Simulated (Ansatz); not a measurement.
Isolated molecules relaxed with PBE0-D4/def2-TZVP in Ansatz; ΔE leaves out vibrations. CCSD(T)/CBS is the MP2 limit (def2-TZVPP, def2-QZVPP) plus CCSD(T) − MP2 in def2-TZVPP, frozen cores. Functionals use def2-TZVPP. B3LYP here is the variant with VWN-RPA as its local correlation; programs differ in this. HSE06 is defined as in plane-wave codes. For Ga outer-core shells are correlated without core-valence functions, which leaves a few kJ/mol of doubt a bond. Scalar relativity is left out up to krypton.

`[CH3][Al]1[CH2][O]1` + `[CH3][Ga]([Cl])[C]#N` → `[Cl][Al]1[CH2][O]1` + `[CH3][Ga]([CH3])[C]#N`  (redistribution)

`[CH3][Al]1[CH2][O]1`:

```xyz
9

C    -0.836   -1.277    1.028
Al    0.051    0.057   -0.055
C     0.672    1.476   -1.126
O     1.610    0.425   -0.646
H    -0.571   -2.280    0.685
H    -1.922   -1.176    0.997
H    -0.516   -1.188    2.070
H     0.922    2.465   -0.739
H     0.591    1.496   -2.214
```

`[CH3][Ga]([Cl])[C]#N`:

Cartesian coordinates in Å:
```
C -0.203 -1.154 0.688
Ga -0.153 0.291 -0.604
Cl -1.106 0.191 -2.508
C 0.761 1.979 -0.313
N 1.318 2.965 -0.096
H -0.759 -2.004 0.296
H -0.674 -0.804 1.609
H 0.815 -1.464 0.930
```

`[Cl][Al]1[CH2][O]1`:

```xyz
6

Cl    1.639   -1.090    2.331
Al    0.559   -0.339    0.739
C    -0.670    0.216   -0.557
O     0.790    0.531   -0.696
H    -1.283    1.112   -0.461
H    -1.035   -0.430   -1.355
```

`[CH3][Ga]([CH3])[C]#N`:

```xyz
11

C    -0.344    1.790   -0.464
Ga   -0.170   -0.093    0.022
C     1.402   -1.211    0.325
C    -1.887   -1.033    0.248
N    -2.892   -1.584    0.381
H     0.621    2.281   -0.584
H    -0.906    1.878   -1.398
H    -0.917    2.316    0.304
H     1.386   -2.061   -0.362
H     2.335   -0.664    0.190
H     1.373   -1.619    1.338
```

```csv
level,ΔE (kJ/mol),difference from CCSD(T)/CBS
LDA (SPW92),-11.5,9.6
PBE-D4,-12.0,9.1
revPBE-D4,-12.7,8.4
BLYP-D4,-12.8,8.3
r2SCAN-D4,-15.3,5.8
B97M-V,-12.5,8.6
PBE0-D4,-13.4,7.7
B3LYP-D4,-13.8,7.3
r2SCANh-D4,-15.4,5.7
r2SCAN0-D4,-15.6,5.5
HSE06-D4,-13.1,8.0
BHLYP-D4,-14.2,6.9
CAM-B3LYP-D4,-14.8,6.3
ωB97X-V,-15.3,5.8
ωB97M-V,-15.2,5.9
B2PLYP,-15.8,5.3
PBE-QIDH,-16.2,4.9
PBE,-11.8,9.3
BLYP,-12.5,8.6
r2SCAN,-15.1,6.0
PBE0,-13.2,7.9
B3LYP,-13.6,7.5
r2SCANh,-15.3,5.8
r2SCAN0,-15.4,5.7
HSE06,-13.0,8.1
CAM-B3LYP,-14.7,6.4
LC-ωPBE,-16.5,4.6
RPA@PBE/def2-TZVPP,-20.1,1.0
HF/def2-SVP,-7.9,13.2
MP2/def2-SVP,-11.1,10.0
CCSD/def2-SVP,-9.6,11.5
HF/def2-TZVPP,-13.4,7.7
MP2/def2-TZVPP,-20.8,0.3
CCSD/def2-TZVPP,-19.3,1.8
CCSD(T)/def2-TZVPP,-19.1,2.0
HF/def2-QZVPP,-13.2,7.9
MP2/def2-QZVPP,-21.9,-0.8
SCS-MP2/def2-QZVPP,-20.5,0.6
HF/CBS(def2),-13.2,7.9
MP2/CBS(def2),-22.8,-1.7
CCSD(T)/CBS,-21.1,0
```

Largest T1 diagnostic among the species: 0.015.

In def2-TZVPP, CCSD(T) changes the Hartree–Fock value by −5.7 kJ/mol (the triples alone add +0.3 kJ/mol) and MP2 by −7.4 kJ/mol. At CCSD(T), def2-SVP lies +12.0 kJ/mol from the extrapolated value and def2-TZVPP +2.0 kJ/mol.
